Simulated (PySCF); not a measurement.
# Ionisation energy of Ag by level of theory

Ag [Kr] 4d10 5s1 (2S) → Ag⁺ [Kr] 4d10 (1S), as a difference of total energies. All numbers are calculated (PySCF 2.14, the spin-free X2C one-electron Hamiltonian (Gaussian nucleus), in x2c-SVPall). Correlated levels: valence: [Kr] frozen. The calculations carry no spin-orbit coupling.

```json
{"method": "UHF", "ionisation energy (eV)": "6.342", "error (eV)": "-1.234"}
{"method": "MN15", "ionisation energy (eV)": "7.603", "error (eV)": "+0.027"}
{"method": "TPSS", "ionisation energy (eV)": "7.625", "error (eV)": "+0.049"}
{"method": "MP2 (valence)", "ionisation energy (eV)": "6.951", "error (eV)": "-0.625"}
{"method": "SCS-MP2 (valence)", "ionisation energy (eV)": "6.863", "error (eV)": "-0.713"}
```

Reference: 7.576 eV (measured; NIST Atomic Spectra Database, ionization energies).

Errors of the correlated levels include the incompleteness of this basis and the frozen core.
